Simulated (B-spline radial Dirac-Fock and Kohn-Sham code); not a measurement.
# Relativistic shifts of the levels of Pt⁵⁴⁺

System: platinum as Pt⁵⁴⁺ in the configuration 1s2 2s2 2p6 3s2 3p6 3d6.

Both columns are ΔSCF binding energies of the configuration average from a radial B-spline solver: non-relativistic Hartree-Fock with a point nucleus, and Dirac-Fock with a finite nucleus and the Coulomb interaction alone, averaged over the two j levels with weights 2j+1.

```csv
shell,Hartree-Fock (eV),Dirac-Fock (eV),shift (eV),shift (%)
1s,75088.4,82320.3,+7231.93,+9.63
2s,15365.4,17355.5,+1990.09,+12.95
2p,14895.8,15599.9,+704.08,+4.73
3s,5835.9,6400.8,+564.84,+9.68
3p,5626.0,5865.8,+239.86,+4.26
3d,5289.8,5310.8,+21.01,+0.40
```

Relativity binds 1s, 2s, 2p, 3s, 3p, 3d more strongly, among those listed most of all 2s in relative terms.

Values without a named source are computed, but for edge energies of neutral atoms, which are taken from tables.
